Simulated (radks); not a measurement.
Question: Successive ionisation energies (eV) of one element, from differences of total energies of ions in their ground configurations, starting at charge 66: 7656.7, 7797.5, 8549.1, 8702.4, 9033.7, 9171.2, 19639.0, 20016, 20394, 20774, 23560, 24001, 24643, 24977, 100027, 101388. All-electron calculation, Dirac Kohn-Sham, BLYP, spin-unpolarised, spherical densities, finite nucleus; open shells fill j = l - 1/2 first; Fermi nuclear charge, rms radius 5.5012 fm. Program: a radial shooting solver on a logarithmic mesh with Libxc functionals. Which element is it?

Answer: Lead (Z = 82). The first species listed is Pb66+ in [Ne] 3s2 3p4, the last Pb81+ in 1s1.
